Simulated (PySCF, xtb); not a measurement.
trans-(1R,2R)-1-chloro-2-fluorocyclobutane (C4H6ClF), SMILES F[C@@H]1CC[C@H]1Cl.

GFN2-xTB in xtb at its own geometry gives an orbital gap of 6.90 eV and a dipole moment of 2.57 D.

The structure is a stationary point at B3LYP-D3(BJ)/def2-SVP.

Task: What does HF/def2-TZVP in PySCF give? (The exact figures need the calculation; the answer reports its results.)

Result: gap 15.32 eV (levels -11.70 and 3.61 eV), dipole 2.72 D.
